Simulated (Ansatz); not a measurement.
Species: C₂HO₂ (charge +1, singlet). It need not be the lowest isomer of its formula. SMILES: O=C=C=[OH+]
Coordinates optimised at B3LYP-D3(BJ)/def2-TZVP (Ansatz, a program for electronic structure):
```xyz
5

O     -1.7066     0.0056    -0.0485
C     -0.6254    -0.5096     0.2480
C      0.7317     0.1845    -0.0763
O      1.8519     0.1288    -0.0174
H     -1.7995     0.8759    -0.5030
```
Charge +1, spin multiplicity 1.

**Question.** Give the harmonic wavenumbers at B3LYP-D3(BJ)/def2-TZVP (Ansatz, finite differences of forces, unscaled).

**Answer.** 216, 253, 316, 576, 785, 1106, 1624, 2218, 3495 cm⁻¹. Zero-point energy 15.1 kcal/mol.

**Question.** From these and the geometry, give the ideal-gas thermochemistry at 298.15 K and 1 atm (rigid rotor, harmonic oscillator).

**Answer.** Point group Cs, rotational symmetry number 1. Rotational constants 98.38, 4.345, 4.161 GHz. S(trans) 38.04, S(rot) 22.72, S(vib) 5.81, S(elec, spin only) 0.00, S 66.6 cal/(mol K). H(298) - H(0) 3.44 kcal/mol; G - E(el) -1.3 kcal/mol.
